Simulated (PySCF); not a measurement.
`[Cl][Zn-2]([Cl])([Cl])[Cl]` (charge -2 and singlet state). The calculation used PBE0-D3(BJ)/def2-SVP geometry optimisation, gas phase in PySCF 2.14.0.

```
atom  x, y, z in Å
Cl1   -1.8720   -0.3709   -1.3396
Zn2    0.0187   -0.0199   -0.0191
Cl3    0.0413    2.1938    0.7192
Cl4    1.9543   -0.4194   -1.2561
Cl5   -0.0502   -1.4884    1.7991
```

Task: Where is the centre of mass (commonest isotopes), and what is the radius of gyration?

Result: Mass 203.805 u; centre at (0.018, -0.021, -0.019) Å; Rg = √(Σ m r²/M) = 1.934 Å. As Ia + Ib + Ic = 2 Σ m r², the three principal moments sum to 1524.0 u·Å².

Task: Which two atoms are farthest apart?

Result: Cl3···Cl5, 3.84 Å; the next longest distance is 3.83 Å.

Task: Work out the bond lengths Cl1–Zn2, Zn2–Cl3, Zn2–Cl4, Zn2–Cl5 in Å.

Result: For Cl1–Zn2 the difference vector is (1.8907, 0.3510, 1.3205) Å, of length 2.3327 Å. Cl1–Zn2 2.333; Zn2–Cl3 2.334; Zn2–Cl4 2.332; Zn2–Cl5 2.338 Å.

Task: How far apart are these pairs, which share no bond: Cl1···Cl3, Cl1···Cl5, Cl3···Cl4, Cl4···Cl5?

Result: Cl1···Cl3 3.805 Å (2 bonds apart); Cl1···Cl5 3.797 Å (2 bonds apart); Cl3···Cl4 3.793 Å (2 bonds apart); Cl4···Cl5 3.807 Å (2 bonds apart).

Task: What is the repulsion energy of the bare nuclei, Σ ZA·ZB/RAB?

Result: 703.26 Eh over 10 pairs, with full nuclear charges and distances in bohr; the largest single term is 115.75 Eh (Zn2 with Cl4).

Task: What are the angles Cl3–Zn2–Cl5, Cl1–Zn2–Cl5, Cl1–Zn2–Cl3, Cl1–Zn2–Cl4, Cl4–Zn2–Cl5, Cl3–Zn2–Cl4?

Result: From the scalar product of the two bond vectors; for Cl3–Zn2–Cl5 it is -1.9100 Å² over 2.3337 × 2.3382 Å², cos θ = -0.3500. Cl3–Zn2–Cl5 110.5°; Cl1–Zn2–Cl5 108.8°; Cl1–Zn2–Cl3 109.2°; Cl1–Zn2–Cl4 110.3°; Cl4–Zn2–Cl5 109.2°; Cl3–Zn2–Cl4 108.8°.

Task: Write the matrix of distances between heavy atoms (Å, lower triangle).

Result: 
```
Cl1   0.000
Zn2   2.333  0.000
Cl3   3.805  2.334  0.000
Cl4   3.828  2.332  3.793  0.000
Cl5   3.797  2.338  3.838  3.807  0.000
```

The point group is Td within 0.08 Å; differences among equivalent distances and angles are scatter left by the optimiser. Whether it is a minimum is left open (no frequencies). Whether so highly charged an anion holds all its electrons in the gas phase wasn't checked; a finite basis holds them in any case. No counter-ion or solvent screens the charge of this multiply charged ion. The geometry's basis has no diffuse functions, a weakness for an anion.

Hardware: one thread, Arm Neoverse V1 (aarch64), no GPU, on a shared host. Cost: 57 s, 0.43 GiB resident at most. This is the geometry optimisation.
